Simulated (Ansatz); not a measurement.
Geometry optimisation, Ansatz, RHF/STO-3G.

Input file:

```yaml
crystal:
  periodic: [false, false, false]
  atoms:
    - { symbol: B, position_ang: [0.2645, 0.9052, 1.5504] }
    - { symbol: C, position_ang: [0.1074, 0.0951, 0.2192] }
    - { symbol: C, position_ang: [-1.217, 0.0974, -0.5586] }
    - { symbol: C, position_ang: [1.2525, -0.5959, -0.1953] }
    - { symbol: O, position_ang: [1.1727, -1.3954, -1.3669] }
    - { symbol: H, position_ang: [1.2194, 0.9893, 2.1618] }
    - { symbol: H, position_ang: [-0.6819, 1.5804, 1.9252] }
    - { symbol: H, position_ang: [-1.912, 0.7507, -0.0611] }
    - { symbol: H, position_ang: [-1.0143, 0.5056, -1.528] }
    - { symbol: H, position_ang: [-1.5845, -0.9362, -0.5798] }
    - { symbol: H, position_ang: [2.0867, -0.5822, 0.4048] }
    - { symbol: H, position_ang: [0.3835, -1.4691, -1.9376] }
basis:
  gaussian: { orbitals: STO-3G }
hamiltonian:
  xc: hf
relax:
  f_tol: 0.02
  max_steps: 50
output:
  orbitals: {}
```

Command:

```bash
$ ansatz run input.yaml --threads 1 --pin off --max-ram 2048MiB --backend cpu --events-out ev --progress --plain --runs-dir out
```

Question: Where does it end, and by what steps?

Answer: The run converged. Limits of this set-up: minimal basis. After 6 steps the energy has fallen by 1.216 eV; H12 moved furthest, 0.22 Å. The start is strongly strained (largest force component 10 eV/Å).

| step | energy less start (eV) | largest force component (eV/Å) | accepted |
| --- | --- | --- | --- |
| 0 | 0.0000 | 10.479 | yes |
| 1 | -0.9528 | 1.779 | yes |
| 2 | -1.0448 | 1.935 | yes |
| 3 | -1.2051 | 0.328 | yes |
| 4 | -1.2144 | 0.118 | yes |
| 5 | -1.2156 | 0.047 | yes |
| 6 | -1.2158 | 0.016 | yes |

```xyz
12
Properties=species:S:1:pos:R:3
B 0.257 0.916 1.514
C 0.100 0.111 0.235
C -1.206 0.089 -0.565
C 1.162 -0.589 -0.184
O 1.268 -1.379 -1.304
H 1.259 0.889 2.098
H -0.611 1.568 1.925
H -1.947 0.723 -0.090
H -1.068 0.453 -1.581
H -1.627 -0.913 -0.628
H 2.100 -0.587 0.371
H 0.390 -1.338 -1.756
```

Whether the end is a true minimum wasn't checked by a vibrational analysis.

Time of the run: 9.3 s on 1 thread of AMD EPYC 7R43 64-Core Processor (Zen 3), with other jobs on the host, peak memory 0.13 GiB.
